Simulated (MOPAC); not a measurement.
MOPAC input (PM3):

```
PM3 1SCF UHF MS=0.5 GEO-OK AUX(PRECISION=9) THREADS=1
H3GeSi

Si   -1.57618200 1   -0.02765200 1    0.53235000 1
Ge    0.64526000 1    0.05102900 1   -0.21223400 1
H    -1.72713900 1   -1.41593400 1   -0.07183300 1
H     1.60070700 1   -1.13683600 1   -0.49696900 1
H     1.54466100 1    1.30695900 1   -0.09259600 1
```

From the output:

```
                                                       MOPAC v23.2.5 Linux

          FINAL HEAT OF FORMATION =         97.60740 KCAL/MOL =     408.38937 KJ/MOL

          COSMO AREA              =        114.53 SQUARE ANGSTROMS
          COSMO VOLUME            =        106.73 CUBIC ANGSTROMS

          IONIZATION POTENTIAL    =          8.585478 EV
          ALPHA SOMO LUMO (EV)    =         -8.691 -2.237
          BETA  SOMO LUMO (EV)    =         -8.585 -3.039
          NO. OF ALPHA ELECTRONS  =          6
          NO. OF BETA  ELECTRONS  =          5
          MOLECULAR WEIGHT        =        103.6992         POINT GROUP:  C1

          MOLECULAR DIMENSIONS (Angstroms)

            Atom       Atom       Distance
            H     5    H     3     4.25667
            H     4   Si     1     3.06007
           Si     1    H     3     0.25041

          SCF CALCULATIONS        =          1

   ATOM   CHEMICAL          X               Y               Z
  NUMBER   SYMBOL      (ANGSTROMS)     (ANGSTROMS)     (ANGSTROMS)

     1      Si         -1.57618200  *  -0.02765200  *   0.53235000  *
     2      Ge          0.64526000  *   0.05102900  *  -0.21223400  *
     3       H         -1.72713900  *  -1.41593400  *  -0.07183300  *
     4       H          1.60070700  *  -1.13683600  *  -0.49696900  *
     5       H          1.54466100  *   1.30695900  *  -0.09259600  *

                             CARTESIAN COORDINATES

   1   Si       -1.576182000    -0.027652000     0.532350000
   2   Ge        0.645260000     0.051029000    -0.212234000
   3    H       -1.727139000    -1.415934000    -0.071833000
   4    H        1.600707000    -1.136836000    -0.496969000
   5    H        1.544661000     1.306959000    -0.092596000

           Empirical Formula: H3 Si Ge  =     5 atoms

      MOLECULAR POINT GROUP   :   C1

          ALPHA EIGENVALUES
 -14.72482 -13.64062 -12.07459 -10.15149  -9.78271  -8.69107  -2.23742  -0.87408
   0.76452   1.69626   2.98823

           BETA EIGENVALUES
 -14.56802 -13.79260 -11.97865  -9.75777  -8.58548  -3.03881  -1.33641  -0.67050
   0.73349   1.78146   3.52673

              NET ATOMIC CHARGES AND DIPOLE CONTRIBUTIONS

  ATOM NO.   TYPE          CHARGE      No. of ELECS.   s-Pop       p-Pop
    1         Si           0.323436        3.6766     1.71943     1.95713
    2         Ge           0.136096        3.8639     0.71886     3.14505
    3          H          -0.179445        1.1794     1.17944
    4          H          -0.143678        1.1437     1.14368
    5          H          -0.136409        1.1364     1.13641
 DIPOLE           X         Y         Z       TOTAL
 POINT-CHG.    -2.655     1.139     1.154     3.111
 HYBRID         1.900    -1.635    -1.427     2.885
 SUM           -0.755    -0.496    -0.273     0.943

          ATOMIC ORBITAL ELECTRON POPULATIONS

     Atom    s        px        py        pz
    1 Si   1.71943   0.76331   0.74718   0.44665
    2 Ge   0.71886   1.19730   0.98748   0.96026
    3  H   1.17944
    4  H   1.14368
    5  H   1.13641

                    (SZ)    =    0.500000
                    (S**2)  =    1.085107

          ATOMIC ORBITAL SPIN POPULATIONS

    Atom   Total    s     px     py     pz
         Atomic
    1 Si -0.1427  0.030 -0.054  0.177 -0.296
    2 Ge  1.2810  0.116  0.179  0.127  0.859
    3  H  0.0406  0.041
    4  H -0.0863 -0.086
    5  H -0.0926 -0.093

 **********************
 *                    *
 * JOB ENDED NORMALLY *
 *                    *
 **********************

 == MOPAC DONE ==
```

The geometry given is a B3LYP-D3(BJ)/def2-TZVP minimum.

The determinant is spin-contaminated: <S^2> is 1.09 against 0.75 for a pure state.
